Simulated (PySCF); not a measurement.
Compound: C2H3F5S.
InChI=1S/C2H3F5S/c1-2-8(3,4,5,6)7/h2H,1H2

Level of theory: TDDFT CAM-B3LYP/def2-SVPD, vertical, gas phase, core orbitals frozen in the response (PySCF 2.14.0, density-fitted response routines). Geometry: GFN2-xTB; no solvent, vibrations or thermal averaging. Torsions of this conformer, `[CH2:1]=[CH:2][S:3]([F:4])([F:5])([F:6])([F:7])[F:8]`: C1–C2–S3–F4 -45°.

```csv
state,E (eV),λ (nm),f,|μ| (D),symmetry,"main configurations (H = HOMO, L = LUMO)"
S1,6.08,204.0,0.0001,0.08,–,H→L (97%)
S2,7.64,162.2,0.377,3.60,A′,"H→L+1 (48%), H-1→L (41%)"
S3,7.82,158.6,0.051,1.31,A′,"H-1→L (50%), H→L+1 (46%)"
S4,7.85,157.9,0.0000,0.02,–,H-2→L (96%)
S5,8.03,154.4,0.0024,0.28,A′,H-3→L (94%)
S6,8.07,153.7,0.0002,0.08,–,H-1→L+1 (86%)
S7,8.21,151.1,0.0059,0.44,A″,H-4→L (85%)
S8,8.68,142.9,0.028,0.92,A″,"H→L+2 (78%), H-7→L (10%)"
```

Triplets (Tamm–Dancoff): T1 4.53 eV, H→L+1 (95%); T2 5.77 eV, H→L (95%); T3 6.74 eV, H-1→L (91%).

The lowest singlet comes at 204 nm (586 kJ/mol) in the ultraviolet; it is dark (f under 0.0005); its leading configuration is HOMO→LUMO (97%). The strongest level in the table is S2 at 7.64 eV (162 nm, f = 0.377). Löwdin shares by element: HOMO carbon 79% (atoms not listed hold the other 21%); LUMO fluorine 27% or more, sulfur 24%, carbon 12% or more (atoms not listed hold the other 38%). Weighted by f, the mean energy of these states is 7.73 eV. Orbital energies (eV): HOMO-3 -13.54, HOMO-2 -13.29, HOMO-1 -12.48, HOMO -10.89, LUMO -1.09, LUMO+1 -0.29, LUMO+2 1.16. The oscillator strengths of these states sum to 0.464; summed over the whole spectrum of an exact calculation they would give the number of electrons, 76 (Thomas–Reiche–Kuhn). Symmetry labels in Cs follow from the direction of the transition dipole and are given only for states with f of 0.002 or more. Only the lowest 8 singlets were computed, as vertical energies without vibronic structure.

The run took 50 s on x86-64 server, one thread, no GPU, on a shared host.
